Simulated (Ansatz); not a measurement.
Cost and result up the ladder for Sn₁₂GeH₂₀, an alloyed cluster cut from the lattice of tin (1 Ge, core) (33 atoms). Total charge 0; singlet. Geometry: PBE-D4/def2-SVP.

```xyz
33

Sn   -0.1271   -1.1400    4.0250
Sn   -2.8400    0.8782   -3.4037
Sn   -1.4602   -2.6243   -0.0712
Sn   -1.4222    1.9119    0.8627
Sn    2.7958    1.7097    1.9465
Sn    1.5206    0.3553   -1.9954
Sn    2.9610   -2.7726    1.0235
Sn   -3.2207    2.5819   -1.2017
Sn   -1.9127   -0.6630    1.8971
Sn    2.4997   -0.8665    3.0452
Sn   -0.1433    0.9564   -4.1899
Sn    1.1469   -2.2826   -1.0775
Ge    1.0654    2.0560   -0.0220
H    -0.3720   -2.7302    4.6820
H    -0.4019   -0.0020    5.3085
H    -3.8870    1.3158   -4.7199
H    -3.2406   -0.7449   -2.9354
H    -1.5956   -4.2017    0.6479
H    -2.6425   -2.5301   -1.3394
H    -1.5827    3.0596    2.1664
H     2.5313    2.9187    3.1666
H     4.4098    1.9224    1.3384
H     3.1905    0.5341   -2.4666
H     2.7566   -4.3832    1.6438
H     4.5954   -2.6425    0.4491
H    -4.8581    2.4958   -0.6273
H    -2.9330    4.2205   -1.7017
H    -3.5600   -0.7528    2.4588
H     3.6444   -1.0826    4.3411
H     0.1539   -0.1527   -5.4939
H     0.2294    2.5505   -4.7706
H     1.4283   -3.3940   -2.3901
H     1.2706    3.4990   -0.5966
```

Ansatz on 2 threads of AMD EPYC 7R13 on a shared host and a share (18 GiB) of an NVIDIA H100 80GB HBM3. Times are rough, and most runs start from the orbitals of an earlier one. r2SCAN0-D4/def2-TZVP serves as the yardstick here, not as an exact answer. Differences are given only for rows in sets of like size (and for xTB, whose basis is part of the method), since another set adds its own error. Binding counts from free atoms at the same level (Sn triplet, Ge triplet, H doublet; other spins of the atoms weren't run), without zero-point energy or a counterpoise term.

In the def2 sets Sn takes a core potential, while STO-3G treats all electrons; there is no spin–orbit coupling. Correlated methods freeze 57 core orbitals; core or outer-core shells of Sn, Ge are correlated, in sets that lack core-valence functions. The rows differ in basis, and correlated rows in double-zeta sets carry the largest basis error. Single mean-field runs in def2-SVP, def2-TZVP are fitted with def2-universal-jkfit.

Correlated methods converge slowly with the basis, most of all in double-zeta sets.

```tsv
level	functions	wall time	binding energy per atom (eV)	difference from r2SCAN0-D4/def2-TZVP (eV)
PBE-D4/def2-SVP	444	7 s	2.44	–
PBE0-D4/def2-SVP	444	8 s	2.44	–
PBE-D4/def2-TZVP	768	9 s	2.45	0.00
r2SCANh-D4/def2-TZVP	768	11 s	2.46	0.01
r2SCAN0-D4/def2-TZVP	768	11 s	2.45	0.00
BLYP-D4/def2-TZVP	768	12 s	2.41	-0.04
HF/STO-3G	362	12 s	3.58	–
r2SCAN-D4/def2-TZVP (with forces)	768	14 s	2.47	0.01
PBE0-D4/def2-TZVP (with forces)	768	18 s	2.45	0.00
MP2/def2-SVP	444	18 s	2.25	–
```
